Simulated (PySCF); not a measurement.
These are PBE-D3(BJ)/def2-TZVP // B3LYP-D3(BJ)/def2-TZVP (PySCF) values and carry that method's errors. All species are isolated molecules in the gas phase. One relaxed conformer stands for a flexible species; it need not be the lowest. Excitations are Tamm–Dancoff values on a coarser integration grid. The basis has no diffuse functions, so Rydberg states are missing or too high.

Reference species (SMILES): `[SH][Al]([I])[I]` (H–S–Al–I torsion 180°) (neutral, multiplicity 1).

| Property | Value |
|---|---|
| T1 excitation (TDA) | 4.25 eV |
| HOMO–LUMO gap | 4.38 eV |
| S1–T1 gap (TDA) | 0.26 eV |

After one change: the T1 excitation (TDA) falls by 0.49 eV; the HOMO–LUMO gap drops by 0.51 eV; the S1–T1 gap (TDA) decreases by 0.02 eV.

### Question
Which change was made? The new species is one of these.
A) `[I][Al]([I])[I]`
B) `[SH][Al]([SH])[I]` (H–S–Al–I torsion 0°, I–Al–S–H torsion 0°)
C) `[SH][Al]([SH])[SH]`

### Answer
A, `[I][Al]([I])[I]`
